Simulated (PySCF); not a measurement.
**29Si chemical shifts**

No solvent, fast rotation and ring inversion assumed for equivalent nuclei, non-relativistic, one conformer. Geometry: GFN2-xTB; shieldings: GIAO PBE0/pcSseg-1; PySCF 2.14.

Shieldings were converted by a linear fit to measured shifts: 29Si (scatter 8.9 ppm rms, 25.8 ppm with the 6 outliers that the fit left out vs TMS, solution or neat liquid). Occasional misses reach two or three times the rms, and more in compound classes unlike the fitted ones.

Q: Give the 29Si shifts of `C[SiH2]N([SiH3])[SiH2]CC#N`, `C#CC[Si@@H]1[SiH2][Si@@H](N)[Si@H]1O`, `CC#C[SiH2]N([SiH3])[SiH2]N`, `OC[C@@H]1C[SiH2]O[Si@H]1C[SiH3]`, `C[Si@@]1(CC[SiH3])CO[SiH2]O1`, `N#C[SiH2][SiH2]CCCCl`, `N#C[C@@H]([SiH3])CN([SiH3])[SiH3]`, `C=C(C)[Si@](O)(C[SiH3])O[SiH3]`, `N#CCC[SiH2]N([SiH3])[SiH3]`.

A: 
| compound | environment | δ (ppm) |
| --- | --- | --- |
| [CH3:1][SiH2:2][N:3]([SiH3:4])[SiH2:5][CH2:6][C:7]#[N:8] | Si2: silicon bonded to C, N, 2 H | -23.1 |
| [CH3:1][SiH2:2][N:3]([SiH3:4])[SiH2:5][CH2:6][C:7]#[N:8] | Si5: silicon bonded to C, N, 2 H | -29.0 |
| [CH3:1][SiH2:2][N:3]([SiH3:4])[SiH2:5][CH2:6][C:7]#[N:8] | Si4: silicon bonded to N, 3 H | -42.2 |
| [CH:1]#[C:2][CH2:3][Si@@H:4]1[SiH2:5][Si@@H:6]([NH2:7])[Si@H:8]1[OH:9] | Si8: silicon bonded to O, 2 Si, H, in a 4-membered ring | 15.8 |
| [CH:1]#[C:2][CH2:3][Si@@H:4]1[SiH2:5][Si@@H:6]([NH2:7])[Si@H:8]1[OH:9] | Si6: silicon bonded to N, 2 Si, H, in a 4-membered ring | -24.9 |
| [CH:1]#[C:2][CH2:3][Si@@H:4]1[SiH2:5][Si@@H:6]([NH2:7])[Si@H:8]1[OH:9] | Si4: silicon bonded to C, 2 Si, H, in a 4-membered ring | -53.2 |
| [CH:1]#[C:2][CH2:3][Si@@H:4]1[SiH2:5][Si@@H:6]([NH2:7])[Si@H:8]1[OH:9] | Si5: silicon bonded to 2 Si, 2 H, in a 4-membered ring | -88.5 |
| [CH3:1][C:2]#[C:3][SiH2:4][N:5]([SiH3:6])[SiH2:7][NH2:8] | Si7: silicon bonded to 2 N, 2 H | -25.2 |
| [CH3:1][C:2]#[C:3][SiH2:4][N:5]([SiH3:6])[SiH2:7][NH2:8] | Si6: silicon bonded to N, 3 H | -43.8 |
| [CH3:1][C:2]#[C:3][SiH2:4][N:5]([SiH3:6])[SiH2:7][NH2:8] | Si4: silicon bonded to C, N, 2 H | -53.0 |
| [OH:1][CH2:2][C@@H:3]1[CH2:4][SiH2:5][O:6][Si@H:7]1[CH2:8][SiH3:9] | Si7: silicon bonded to 2 C, O, H, in a 5-membered ring | -3.2 |
| [OH:1][CH2:2][C@@H:3]1[CH2:4][SiH2:5][O:6][Si@H:7]1[CH2:8][SiH3:9] | Si5: silicon bonded to C, O, 2 H, in a 5-membered ring | -7.8 |
| [OH:1][CH2:2][C@@H:3]1[CH2:4][SiH2:5][O:6][Si@H:7]1[CH2:8][SiH3:9] | Si9: silicon bonded to C, 3 H | -71.7 |
| [CH3:1][Si@@:2]1([CH2:3][CH2:4][SiH3:5])[CH2:6][O:7][SiH2:8][O:9]1 | Si2: silicon bonded to 3 C, O, in a 5-membered ring | 3.1 |
| [CH3:1][Si@@:2]1([CH2:3][CH2:4][SiH3:5])[CH2:6][O:7][SiH2:8][O:9]1 | Si8: silicon bonded to 2 O, 2 H, in a 5-membered ring | -17.3 |
| [CH3:1][Si@@:2]1([CH2:3][CH2:4][SiH3:5])[CH2:6][O:7][SiH2:8][O:9]1 | Si5: silicon bonded to C, 3 H | -61.1 |
| [N:1]#[C:2][SiH2:3][SiH2:4][CH2:5][CH2:6][CH2:7][Cl:8] | Si4: silicon bonded to C, Si, 2 H | -67.8 |
| [N:1]#[C:2][SiH2:3][SiH2:4][CH2:5][CH2:6][CH2:7][Cl:8] | Si3: silicon bonded to C, Si, 2 H | -92.6 |
| [N:1]#[C:2][C@@H:3]([SiH3:4])[CH2:5][N:6]([SiH3:7])[SiH3:8] | Si7/8: silicon bonded to N, 3 H (×2) | -41.5 |
| [N:1]#[C:2][C@@H:3]([SiH3:4])[CH2:5][N:6]([SiH3:7])[SiH3:8] | Si4: silicon bonded to C, 3 H | -61.9 |
| [CH2:1]=[C:2]([CH3:3])[Si@:4]([OH:5])([CH2:6][SiH3:7])[O:8][SiH3:9] | Si4: silicon bonded to 2 C, 2 O | -29.0 |
| [CH2:1]=[C:2]([CH3:3])[Si@:4]([OH:5])([CH2:6][SiH3:7])[O:8][SiH3:9] | Si9: silicon bonded to O, 3 H | -42.8 |
| [CH2:1]=[C:2]([CH3:3])[Si@:4]([OH:5])([CH2:6][SiH3:7])[O:8][SiH3:9] | Si7: silicon bonded to C, 3 H | -70.9 |
| [N:1]#[C:2][CH2:3][CH2:4][SiH2:5][N:6]([SiH3:7])[SiH3:8] | Si5: silicon bonded to C, N, 2 H | -29.2 |
| [N:1]#[C:2][CH2:3][CH2:4][SiH2:5][N:6]([SiH3:7])[SiH3:8] | Si7/8: silicon bonded to N, 3 H (×2) | -45.8 |
